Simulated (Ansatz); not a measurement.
Mulliken charges of `[CH3][Y]([CH3])[Cl]` from ωB97M-V/def2-TZVPP in Ansatz (PBE0-D4/def2-TZVP geometry).

| atom | x (Å) | y (Å) | z (Å) | charge (e) |
| --- | --- | --- | --- | --- |
| C1 | 0.379 | 1.826 | -0.474 | -0.689 |
| Y2 | 0.405 | 0.012 | 0.983 | 0.949 |
| C3 | -0.201 | -1.907 | -0.185 | -0.690 |
| Cl4 | -0.677 | 0.355 | 3.170 | -0.315 |
| H5 | 1.064 | 1.694 | -1.324 | 0.117 |
| H6 | 0.619 | 2.792 | -0.014 | 0.120 |
| H7 | -0.623 | 1.933 | -0.912 | 0.134 |
| H8 | -1.063 | -1.685 | -0.831 | 0.134 |
| H9 | 0.591 | -2.265 | -0.859 | 0.116 |
| H10 | -0.493 | -2.755 | 0.445 | 0.123 |

Problem. By hand: the dipole of these point charges (1 e Å = 4.8032 D).

Solution. Σ q r = (0.456, -0.078, -0.047) e Å, of length 0.465 e Å = 2.23 D.

Problem. How does the dipole of the full density compare? (An estimate is asked.)

Solution. Ansatz gave: (0.806, -0.139, -0.145) e Å, 3.99 D; the point charges give 0.56 times that, at 4° from its direction.

Point charges leave out the atoms' own dipoles, such as those of lone pairs, and Mulliken's split depends on the basis, so the two needn't agree.
